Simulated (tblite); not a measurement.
A geometry optimisation, step by step.

Species: C6H12N2Si.
Numbering: `[CH3:1][c:2]1[cH:3][n:4][n:5]([SiH:6]([CH3:7])[CH3:8])[cH:9]1` (hydrogens: H10, H11, H12 on C1; H13 on C3; H14 on Si6; H15, H16, H17 on C7; H18, H19, H20 on C8; H21 on C9)

Computed with GFN2-xTB (tblite), gas phase: L-BFGS steps from a force-field or distance-geometry start until the largest atomic force falls under 0.01 eV/Å. 9 of its 74 geometries are shown.

Step 0: E = -722.1692 eV, largest atomic force 2.531 eV/Å
```
atom  x, y, z in Å  |  force x, y, z in eV/Å
C1      3.657   -0.137    0.482   -0.167   0.093   0.254
C2      2.236   -0.048    0.025    0.228  -0.123   0.599
C3      1.772    0.089   -1.284   -1.423   0.213  -0.781
N4      0.429    0.138   -1.361    1.677  -0.333   1.866
N5      0.045    0.005   -0.061   -0.582   0.017   0.238
Si6    -1.667   -0.005    0.408    0.592   0.173   0.894
C7     -2.475    1.606   -0.051   -0.470   0.925   0.103
C8     -2.539   -1.441   -0.358   -0.730  -1.029  -0.493
C9      1.099   -0.111    0.803   -0.224   0.147  -0.843
H10     3.726    0.032    1.567   -0.069  -0.096  -0.354
H11     4.060   -1.123    0.256    0.070   0.034   0.001
H12     4.256    0.618   -0.020    0.089  -0.025  -0.054
H13     2.329    0.175   -2.194    0.191   0.000  -0.041
H14    -1.744   -0.156    1.890    0.278   0.027  -0.259
H15    -1.972    2.457    0.429   -0.206  -0.246  -0.241
H16    -3.525    1.617    0.285    0.465   0.040  -0.242
H17    -2.454    1.764   -1.127   -0.060   0.081   0.074
H18    -3.593   -1.483   -0.046    0.427   0.022  -0.150
H19    -2.079   -2.389   -0.067   -0.117   0.133  -0.138
H20    -2.520   -1.379   -1.448   -0.015  -0.098   0.165
H21     0.950   -0.209    1.874    0.045   0.045  -0.598
```

Step 9: E = -722.3537 eV, largest atomic force 0.093 eV/Å
```
atom  x, y, z in Å  |  force x, y, z in eV/Å
C1      3.662   -0.135    0.480   -0.044  -0.001  -0.020
C2      2.242   -0.048    0.033   -0.061  -0.021   0.047
C3      1.737    0.094   -1.278    0.035  -0.010   0.060
N4      0.424    0.122   -1.291    0.044   0.002   0.067
N5      0.029    0.002   -0.013   -0.022  -0.006   0.063
Si6    -1.680   -0.005    0.439   -0.059   0.018  -0.030
C7     -2.484    1.645   -0.055    0.006  -0.051  -0.004
C8     -2.552   -1.481   -0.380    0.021   0.050   0.021
C9      1.108   -0.102    0.803   -0.012  -0.017   0.000
H10     3.719    0.023    1.556    0.034   0.010  -0.048
H11     4.079   -1.118    0.255   -0.032   0.026  -0.013
H12     4.271    0.612   -0.027   -0.023  -0.010   0.027
H13     2.305    0.176   -2.184   -0.045   0.007  -0.080
H14    -1.649   -0.157    1.908    0.034   0.008  -0.086
H15    -1.990    2.497    0.406    0.010  -0.038  -0.001
H16    -3.524    1.657    0.256   -0.012   0.029   0.004
H17    -2.462    1.796   -1.131    0.046  -0.030  -0.001
H18    -3.593   -1.510   -0.073   -0.021  -0.030  -0.020
H19    -2.098   -2.428   -0.101    0.015   0.019   0.012
H20    -2.526   -1.413   -1.463    0.029   0.033   0.001
H21     0.973   -0.210    1.861    0.055   0.012   0.001
```

Step 18: E = -722.3609 eV, largest atomic force 0.075 eV/Å
```
atom  x, y, z in Å  |  force x, y, z in eV/Å
C1      3.659   -0.135    0.477   -0.033   0.003  -0.036
C2      2.236   -0.050    0.040    0.001   0.001   0.011
C3      1.725    0.093   -1.268    0.005   0.003   0.006
N4      0.411    0.122   -1.269    0.034  -0.007   0.007
N5      0.024    0.000    0.010   -0.014  -0.002   0.017
Si6    -1.688   -0.005    0.439   -0.073   0.000   0.016
C7     -2.485    1.643   -0.062    0.027  -0.028   0.002
C8     -2.553   -1.480   -0.385    0.033   0.028   0.012
C9      1.108   -0.106    0.818   -0.001   0.009   0.007
H10     3.732    0.024    1.553   -0.002  -0.013  -0.065
H11     4.070   -1.118    0.243    0.005   0.040   0.004
H12     4.259    0.616   -0.034   -0.002  -0.027   0.014
H13     2.272    0.176   -2.187   -0.005   0.000  -0.003
H14    -1.627   -0.156    1.900   -0.036  -0.005   0.046
H15    -1.979    2.485    0.404   -0.001   0.006  -0.019
H16    -3.527    1.675    0.241    0.022  -0.003  -0.016
H17    -2.445    1.786   -1.138    0.016   0.003   0.009
H18    -3.599   -1.526   -0.093    0.028   0.003  -0.020
H19    -2.088   -2.419   -0.100   -0.007   0.000  -0.023
H20    -2.510   -1.402   -1.468    0.012  -0.008   0.013
H21     0.995   -0.207    1.878   -0.009  -0.003   0.018
```

Step 27: E = -722.3718 eV, largest atomic force 0.066 eV/Å
```
atom  x, y, z in Å  |  force x, y, z in eV/Å
C1      3.648   -0.131    0.438   -0.007   0.007   0.008
C2      2.211   -0.050    0.057    0.000   0.024  -0.016
C3      1.667    0.090   -1.236   -0.017  -0.020  -0.032
N4      0.354    0.113   -1.204   -0.014   0.018   0.020
N5      0.001   -0.004    0.086    0.004  -0.014   0.030
Si6    -1.715   -0.011    0.501   -0.010  -0.002  -0.019
C7     -2.454    1.637   -0.078    0.040  -0.017   0.028
C8     -2.522   -1.473   -0.398    0.022   0.008   0.012
C9      1.104   -0.103    0.867    0.016  -0.009   0.003
H10     3.755    0.017    1.510    0.042  -0.028   0.017
H11     4.058   -1.107    0.175   -0.004   0.007   0.023
H12     4.231    0.627   -0.082   -0.029   0.007  -0.011
H13     2.188    0.171   -2.169    0.026   0.001  -0.036
H14    -1.702   -0.162    1.966   -0.026   0.006  -0.051
H15    -1.939    2.478    0.377   -0.031   0.027   0.015
H16    -3.507    1.706    0.179    0.037   0.025  -0.048
H17    -2.352    1.740   -1.156   -0.040  -0.011   0.039
H18    -3.580   -1.545   -0.165    0.020  -0.015  -0.008
H19    -2.051   -2.413   -0.126   -0.028  -0.017   0.006
H20    -2.422   -1.358   -1.474    0.000   0.002   0.015
H21     1.016   -0.204    1.930   -0.002   0.000   0.006
```

Step 36: E = -722.3738 eV, largest atomic force 0.021 eV/Å
```
atom  x, y, z in Å  |  force x, y, z in eV/Å
C1      3.647   -0.130    0.433    0.002  -0.001   0.001
C2      2.208   -0.049    0.059    0.007   0.004  -0.008
C3      1.657    0.088   -1.232   -0.007  -0.013  -0.007
N4      0.345    0.111   -1.191   -0.002   0.006   0.005
N5     -0.001   -0.007    0.101    0.000  -0.002   0.009
Si6    -1.718   -0.011    0.506   -0.020  -0.004  -0.004
C7     -2.445    1.640   -0.077   -0.002  -0.008  -0.001
C8     -2.514   -1.475   -0.399   -0.001   0.004   0.001
C9      1.106   -0.105    0.875    0.011  -0.003   0.002
H10     3.769    0.011    1.504   -0.001   0.007   0.000
H11     4.056   -1.105    0.166    0.006   0.008  -0.013
H12     4.220    0.633   -0.092    0.003  -0.008   0.004
H13     2.173    0.170   -2.169    0.010   0.000   0.002
H14    -1.729   -0.163    1.969   -0.005   0.001  -0.008
H15    -1.938    2.486    0.378   -0.008  -0.009  -0.001
H16    -3.501    1.716    0.162    0.003   0.001   0.000
H17    -2.338    1.733   -1.155    0.006   0.020   0.005
H18    -3.574   -1.550   -0.178    0.004   0.002  -0.004
H19    -2.050   -2.419   -0.127   -0.003   0.012   0.006
H20    -2.404   -1.354   -1.474    0.002  -0.016   0.004
H21     1.025   -0.203    1.939   -0.005  -0.002   0.008
```

Step 46: E = -722.3745 eV, largest atomic force 0.013 eV/Å
```
atom  x, y, z in Å  |  force x, y, z in eV/Å
C1      3.650   -0.129    0.427   -0.003  -0.002   0.003
C2      2.208   -0.052    0.061    0.002   0.006  -0.002
C3      1.652    0.084   -1.228    0.002  -0.001  -0.002
N4      0.341    0.109   -1.182    0.004   0.001  -0.004
N5     -0.001   -0.008    0.111    0.000  -0.003  -0.005
Si6    -1.723   -0.010    0.501   -0.008  -0.003  -0.001
C7     -2.444    1.645   -0.079   -0.002   0.001  -0.002
C8     -2.512   -1.478   -0.402   -0.001  -0.001   0.000
C9      1.109   -0.107    0.882    0.002   0.002  -0.002
H10     3.776    0.008    1.498    0.001  -0.002   0.000
H11     4.062   -1.100    0.152   -0.002   0.003  -0.003
H12     4.219    0.638   -0.097   -0.012  -0.003   0.002
H13     2.168    0.166   -2.166   -0.002  -0.002   0.000
H14    -1.754   -0.162    1.964    0.009   0.002   0.005
H15    -1.944    2.486    0.392   -0.003  -0.001   0.001
H16    -3.503    1.718    0.150    0.001  -0.005   0.000
H17    -2.327    1.754   -1.154    0.011   0.003   0.003
H18    -3.575   -1.549   -0.189    0.005   0.004  -0.004
H19    -2.052   -2.418   -0.111   -0.005   0.002   0.000
H20    -2.392   -1.373   -1.476    0.007  -0.003   0.009
H21     1.032   -0.206    1.946   -0.007   0.000   0.001
```

Step 55: E = -722.3751 eV, largest atomic force 0.028 eV/Å
```
atom  x, y, z in Å  |  force x, y, z in eV/Å
C1      3.647   -0.127    0.424    0.004  -0.001  -0.003
C2      2.205   -0.052    0.063    0.008   0.005  -0.007
C3      1.651    0.082   -1.228    0.003  -0.015  -0.003
N4      0.339    0.105   -1.184    0.007   0.007  -0.005
N5     -0.003   -0.010    0.109   -0.003  -0.001  -0.007
Si6    -1.723   -0.009    0.500   -0.027  -0.005  -0.002
C7     -2.441    1.648   -0.077   -0.010   0.008  -0.002
C8     -2.510   -1.481   -0.399   -0.006  -0.002  -0.004
C9      1.105   -0.106    0.882    0.006  -0.004  -0.006
H10     3.780   -0.001    1.496   -0.008   0.002  -0.008
H11     4.062   -1.094    0.136    0.001   0.000   0.000
H12     4.208    0.647   -0.098    0.009   0.001   0.013
H13     2.167    0.160   -2.166    0.000   0.003   0.005
H14    -1.750   -0.155    1.963    0.000  -0.005   0.012
H15    -1.956    2.486    0.415   -0.001  -0.003   0.008
H16    -3.504    1.710    0.133   -0.004   0.006  -0.008
H17    -2.302    1.774   -1.147    0.005  -0.014   0.005
H18    -3.576   -1.539   -0.207    0.011   0.001  -0.007
H19    -2.064   -2.423   -0.089   -0.008   0.010   0.003
H20    -2.367   -1.391   -1.473    0.002   0.003   0.014
H21     1.022   -0.205    1.946    0.011   0.004   0.002
```

Step 64: E = -722.3760 eV, largest atomic force 0.018 eV/Å
```
atom  x, y, z in Å  |  force x, y, z in eV/Å
C1      3.645   -0.126    0.418    0.002   0.004   0.002
C2      2.202   -0.053    0.058    0.004  -0.002  -0.003
C3      1.647    0.076   -1.232    0.000  -0.004  -0.002
N4      0.336    0.099   -1.188    0.002   0.002   0.001
N5     -0.006   -0.013    0.105    0.000   0.007   0.002
Si6    -1.726   -0.008    0.505   -0.011  -0.012  -0.005
C7     -2.441    1.651   -0.071    0.004  -0.002  -0.006
C8     -2.508   -1.484   -0.394   -0.005  -0.005  -0.008
C9      1.102   -0.106    0.878    0.004   0.001   0.001
H10     3.776   -0.015    1.492   -0.005  -0.008   0.002
H11     4.067   -1.084    0.113   -0.002   0.005   0.006
H12     4.201    0.662   -0.088    0.006   0.001   0.002
H13     2.167    0.152   -2.168   -0.016   0.001  -0.009
H14    -1.748   -0.152    1.968    0.000  -0.006   0.004
H15    -1.981    2.483    0.455   -0.005   0.004  -0.006
H16    -3.513    1.707    0.093    0.009  -0.015   0.004
H17    -2.257    1.792   -1.132    0.003   0.005  -0.001
H18    -3.582   -1.524   -0.242    0.004   0.013   0.005
H19    -2.089   -2.425   -0.050   -0.002   0.005   0.003
H20    -2.322   -1.415   -1.462    0.002   0.004   0.002
H21     1.020   -0.200    1.942    0.007   0.001   0.005
```

Step 73: E = -722.3766 eV, largest atomic force 0.009 eV/Å
```
atom  x, y, z in Å  |  force x, y, z in eV/Å
C1      3.644   -0.124    0.416    0.001  -0.002  -0.001
C2      2.202   -0.053    0.051    0.001  -0.003   0.000
C3      1.642    0.072   -1.238    0.003   0.007  -0.001
N4      0.331    0.096   -1.188    0.003  -0.003   0.002
N5     -0.006   -0.011    0.107    0.001   0.001   0.002
Si6    -1.725   -0.008    0.509   -0.006  -0.006  -0.002
C7     -2.437    1.651   -0.070   -0.002  -0.001  -0.001
C8     -2.507   -1.482   -0.391   -0.003  -0.002  -0.004
C9      1.105   -0.103    0.875    0.003   0.000   0.004
H10     3.767   -0.029    1.492    0.000   0.001  -0.002
H11     4.071   -1.077    0.102   -0.002   0.000  -0.006
H12     4.202    0.672   -0.075   -0.003   0.001   0.001
H13     2.153    0.146   -2.179    0.006  -0.002  -0.001
H14    -1.748   -0.159    1.972    0.001   0.003   0.002
H15    -2.001    2.483    0.476   -0.001   0.000   0.001
H16    -3.513    1.692    0.068   -0.002  -0.002  -0.001
H17    -2.227    1.804   -1.124   -0.001  -0.003   0.000
H18    -3.585   -1.505   -0.264    0.002   0.008   0.002
H19    -2.111   -2.426   -0.025   -0.002   0.000  -0.002
H20    -2.295   -1.429   -1.455   -0.001   0.001   0.001
H21     1.029   -0.195    1.939    0.002   0.002   0.007
```

Task: Summarise the path.

Result: The energy falls by 20.01 kJ/mol from step 0 to step 73; nine tenths of that is first reached at step 11. It falls at every step. The largest force goes from 2.531 to 0.009 eV/Å. Among the bonds Si6–C8 changes most, from 1.846 to 1.896 Å; the atoms move by 0.144 Å rms after alignment.
